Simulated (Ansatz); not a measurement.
An input meant for SnF2 (charge 0, singlet).

```yaml
crystal:
  periodic: [false, false, false]
  atoms:
    - {symbol: Sn, position_ang: [0.005430, -0.007548, -0.863456]}
    - {symbol: F, position_ang: [1.430626, -0.018342, 0.440941]}
    - {symbol: F, position_ang: [0.055430, -0.007548, -0.563456]}
basis:
  gaussian: {orbitals: def2-TZVPP, fitting: {mean_field: cc-pVTZ-jkfit}}
hamiltonian: {xc: {name: BLYP}, dispersion: d3bjatm, pseudopotentials: {relativity: none}}
scf: {omitted_lower_state_checks: [starts]}
output: {forces: true}
```

```sh
$ ansatz run in.yaml --threads 4 --pin off --events-out ev --progress --plain --max-ram 3916MiB
```

(1) Predict how Ansatz answers.

Results:

(1) The input was rejected before any iteration.
```
Functional definition: BLYP
Error: [file] the basis set cc-pVTZ-JKFIT has no functions for Sn
```
